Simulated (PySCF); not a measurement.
# KSi from Hartree–Fock to correlated methods

State: ⁴Σ⁻ (quartet), unpaired electrons σ ↑, π ↑↑. Set-up: K x2c-SVPall, Si x2c-SVPall; spin-free X2C with a Gaussian nucleus (PySCF 2.14). De refers to K + Si in their high-spin ground configurations, without counterpoise correction. The functionals are run spin-unrestricted. A positive dipole means K(−)Si(+).

| Level | Re (Å) | ωe (cm⁻¹) | De (eV) | μ (D) |
| --- | --- | --- | --- | --- |
| UHF | 3.135 | 203 | 1.05 | -10.93 |
| UHF-MP2 | 3.096 | 203 | 1.30 | n/a |
| UHF-SCS-MP2 | 3.102 | 203 | 1.19 | n/a |
| UHF-CCSD | 3.099 | 202 | 1.24 | n/a |
| UHF-CCSD(T) | 3.099 | 201 | 1.26 | n/a |
| PBE | 3.071 | 195 | 1.52 | -8.43 |
| r²SCAN | 3.076 | 204 | 1.67 | -9.66 |
| PBE0 | 3.056 | 204 | 1.51 | -9.36 |
| M06 | 3.018 | 216 | 1.63 | -9.48 |
| HSE06 | 3.056 | 203 | 1.50 | -9.22 |
| M06-2X | 3.032 | 217 | 1.53 | -9.74 |
| B2PLYP | 3.078 | 200 | 1.25 | -9.66 |

Problem. Which functional lies closest to UHF-CCSD(T) in De, which farthest, and by how much do they differ from it?

Solution. Closest is B2PLYP (-2.1 pm in Re, -0.5 % in ωe, -0.01 eV in De against UHF-CCSD(T) in the same basis), farthest r²SCAN (-2.3 pm in Re, +1.5 % in ωe, +0.41 eV in De). CCSD(T) converges more slowly with the basis than the functionals do and binds too weakly in this one, so the order can change at the basis-set limit.

Problem. What does a quarter of exact exchange do here, going from PBE to PBE0?

Solution. PBE0 less PBE: -1.5 pm in Re, +4.6 % in ωe, -0.01 eV in De. Exact exchange removes part of the self-interaction that spreads semilocal densities, and in most molecules shortens and stiffens the bond and lowers De; so it does here.

Problem. What does the step from GGA to meta-GGA do here, going from PBE to r²SCAN?

Solution. r²SCAN less PBE: +0.5 pm in Re, +4.6 % in ωe, +0.15 eV in De. 

Correlated steps freeze 10 core orbitals. Correlated levels converge slowly with the basis: in double zeta they bind strong bonds too weakly, by up to about 1 eV, and carry superposition errors of some tenths. B2PLYP dipoles, levels and charges come from its SCF part alone. The state was picked by a PBE0 search and need not be the measured ground state.
